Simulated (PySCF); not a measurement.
C₄H₁₂OSi, SMILES CO[SiH2]C(C)C at its GFN2-xTB optimised geometry (Å):

```
18

C      2.3347     0.9715     1.8582
O      1.0587     0.6942     1.3707
Si     0.6803    -0.0860     0.0000
C     -1.2180    -0.0860     0.0000
C     -1.7967     1.3273     0.0000
C     -1.7388    -0.8654    -1.2017
H      2.8858     1.6080     1.1620
H      2.9023     0.0500     2.0066
H      2.2293     1.4881     2.8128
H      1.2252    -1.4509     0.0020
H      1.2287     0.6098    -1.1730
H     -1.5755    -0.5901     0.9040
H     -1.5012     1.8605    -0.9016
H     -1.4410     1.8859     0.8620
H     -2.8858     1.2972     0.0342
H     -1.3639    -1.8859    -1.1940
H     -1.4169    -0.3955    -2.1284
H     -2.8279    -0.9003    -1.2000
```

Method: PySCF with CAM-B3LYP/def2-SVP. Cells within 0.4 Å of a nucleus heavier than hydrogen are left out (blank, or x).

Map of the log10 of the electron density (e/bohr³), floored at −4 on the plane z = 0.0 Å:

```
|0000000000000000000000000000000|
|0000000000000000000000000000000|
|0000000000000000000000000000000|
|0000000000000000000000000000000|
|0000000000000000000000000000000|
|0000000112221100000000000000000|
|0000012233333210000000000000000|
|0000123344554321000001111100000|
|0002344556665432111111222210000|
|0012456677776533222222333221000|
|002356788xx87543344433333321000|
|002356888xx87644455543333321000|
|002356788xx87655566654333221000|
|0013456778887766666664332210000|
|0012345567888877898665432110000|
|00012344678xx887xxx765432100000|
|00012334678xx8779x9765432100000|
|0001234457787777787765432000000|
|0001233456676666678875431000000|
|0000223445555555678875431000000|
|0000122334444444567865421000000|
|0000012233443333456654321000000|
|0000001122333223345543210000000|
|0000000012222112233332100000000|
|0000000001111001112211000000000|
|0000000000000000000000000000000|
|0000000000000000000000000000000|
|0000000000000000000000000000000|
|0000000000000000000000000000000|
|0000000000000000000000000000000|
|0000000000000000000000000000000|
```
Scale: ten equal steps from -4.00 (start of '0') to -0.066 (end of '9'), in the order '0123456789'; x runs from -5.00 to 5.00, y from -5.00 (bottom) to 5.00 (top).
